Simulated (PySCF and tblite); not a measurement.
Results of a calculation; reference values are marked as such.
## Barrier and rate of a ring inversion

System: C9H10O, numbered as in [cH:1]1[cH:2][cH:3][c:4]2[c:5]([cH:6]1)[CH2:7][CH2:8][O:9][CH2:10]2.

Motion: inversion of the 6-membered ring (4–5–7–8–9–10). Level: PBE0/pcSseg-1 + D3(BJ), IEF-PCM tetrahydrofuran on GFN2-xTB stationary points, with GFN2-xTB thermal terms. Rate constants are transition-state-theory values, counting equivalent paths, without tunnelling. Run with tblite and PySCF.

```
              point  symmetry  E(GFN2) kcal/mol  E(DFT) kcal/mol  ZPE change kcal/mol  lowest mode cm⁻¹  dipole D
 start (half-chair)        C1               0.0              0.0                 0.00                93      1.39
saddle (twist-boat)        C1               3.0              3.7                -0.09               84i      1.72
   end (half-chair)        C1               0.0              0.0                 0.00                93      1.39
```

```json
{
 "Electronic barrier": "3.7 kcal/mol",
 "Barrier with zero-point energy": "3.6 kcal/mol",
 "ΔH‡ (298 K)": "3.2 kcal/mol",
 "ΔS‡ (298 K, symmetry apart)": "-2.7 cal/(mol K)",
 "Paths": "2 equivalent paths",
 "End point": "the same structure with atoms interchanged, or its mirror image",
 "Mean lifetime of the start against this motion at 298 K": "69 ps",
 "Cost": "2.8 min on 1 thread of Arm Neoverse N1, shared host (rough), peak memory 1.2 GiB, launched as `OMP_NUM_THREADS=1 python ens_run.py task.json out`"
}
```

```tsv
T/K	ΔG‡ kcal/mol	k s⁻¹
200	3.8	5.6×10⁸
250	3.9	4×10⁹
298	4.0	1.4×10¹⁰
350	4.1	3.9×10¹⁰
400	4.2	8×10¹⁰
```

ΔG and ΔG‡ leave out symmetry numbers and mirror images; rates count paths: 2 out.
